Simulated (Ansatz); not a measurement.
`CBO[SiH2][SiH3]` + `F[Si](F)([SiH3])Cl` → `F[Si]([SiH3])([SiH3])Cl` + `CBO[SiH2]F`  (redistribution)

Gas-phase electronic energies from Ansatz, PBE0-D4/def2-TZVP geometries. CCSD(T)/CBS adds triple-zeta CCSD(T) − MP2 to the extrapolated MP2 energy (def2 sets, frozen cores). Functionals use def2-TZVPP. One conformer a species, not always the lowest.

```
         level  ΔE (kcal/mol)
           PBE           -1.3
          PBE0           -1.4
MP2/def2-TZVPP           -1.7
MP2/def2-QZVPP           -1.9
```

What does CCSD(T)/CBS give? (Best estimate.)

Ansatz gave: -1.6 kcal/mol. The listed levels differ from it by 0.3, 0.2, -0.1, -0.3 kcal/mol.

Largest T1 diagnostic among the species: 0.013.

In def2-TZVPP, CCSD(T) changes the Hartree–Fock value by +1.3 kcal/mol (the triples alone add +0.1 kcal/mol) and MP2 by +0.7 kcal/mol.
